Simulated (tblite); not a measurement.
Species: C7H7F2 (doublet state).
SMILES with atom numbers: `[CH3:1][C@@H:2]1[CH:3][C:4]([F:5])=[C:6]([F:7])[CH:8]=[CH:9]1` (hydrogens: H10, H11, H12 on C1; H13 on C2; H14 on C3; H15 on C8; H16 on C9)

Structure optimised with GFN2-xTB, isolated species. This method treats the open shell by occupation alone, without spin polarisation.

**Question.** List the bond lengths, angles and torsions at this level.

**Answer.** 
```
                  bond  length (bohr)
                 C1–C2          2.922
                 C2–C3          2.819
                 C3–C4          2.559
                 C4–F5          2.548
                 C4=C6          2.659
                 C6–F7          2.541
                 C6–C8          2.649
                 C8=C9          2.560
                 C2–C9          2.821
C1–H10, C1–H11, C1–H12          2.054
                C2–H13          2.085
                C3–H14          2.037
                C8–H15          2.039
                C9–H16          2.039
```

Bonds in one row agree within 0.02 bohr and their mean is given. A selection of angles:
```
     angle  degrees
 C2–C1–H10    110.2
H10–C1–H11    108.8
  C1–C2–C3    110.3
  C1–C2–C9    110.4
 C1–C2–H13    105.8
  C3–C2–C9    112.6
 C3–C2–H13    108.7
 C9–C2–H13    108.8
  C2–C3–C4    122.1
 C2–C3–H14    118.2
 C4–C3–H14    119.7
  C3–C4–F5    119.6
  C3–C4–C6    121.7
  F5–C4–C6    118.8
  C4–C6–F7    120.5
  C4–C6–C8    119.8
  F7–C6–C8    119.7
  C6–C8–C9    120.7
 C6–C8–H15    117.9
 C9–C8–H15    121.4
 C8–C9–H16    120.2
  C2–C9–C8    123.1
 C2–C9–H16    116.7
```

Dihedral angles: C1–C2–C3–C4 -121° (anticlinal); C2–C3–C4–F5 179° (antiperiplanar); C3–C4–C6–F7 180° (antiperiplanar); C4–C6–C8–C9 0° (synperiplanar); C6–C8–C9–C2 1° (synperiplanar); C1–C2–C9–C8 121° (anticlinal).

The C–C distances run from 1.354 Å (C3–C4, drawn single in a drawing that doesn't fit all lengths) to 1.546 Å (C1–C2, drawn single in a drawing that doesn't fit all lengths), a spread of 0.192 Å. C6 (carbon bonded to 2 C and F) is planar (angles 120.5°, 119.8° and 119.7°, sum 360.0°, 0.00 Å off the plane of its three neighbours). C3 (carbon bonded to 2 C and H) is planar (angles 122.1°, 119.7° and 118.2°, sum 360.0°, 0.01 Å off the plane of its three neighbours). C9 (carbon bonded to 2 C and H) is planar (angles 123.1°, 120.2° and 116.7°, sum 360.0°, 0.01 Å off the plane of its three neighbours). C8 (carbon bonded to 2 C and H) is planar (angles 121.4°, 120.7° and 117.9°, sum 360.0°, 0.00 Å off the plane of its three neighbours). The 6-membered ring C2–C3–C4–C6–C8–C9 has internal angles of 112.6° to 123.1°; it is planar, 0.01 Å rms from its mean plane, widest ring torsion 3°. C4 (carbon bonded to 2 C and F) is planar (angles 121.7°, 119.6° and 118.8°, sum 360.0°, 0.00 Å off the plane of its three neighbours).

Point group: C1 (no symmetry element, even within 0.4 Å). Its GFN2-xTB frequencies are all real (lowest 66 cm⁻¹).

These are computed values.
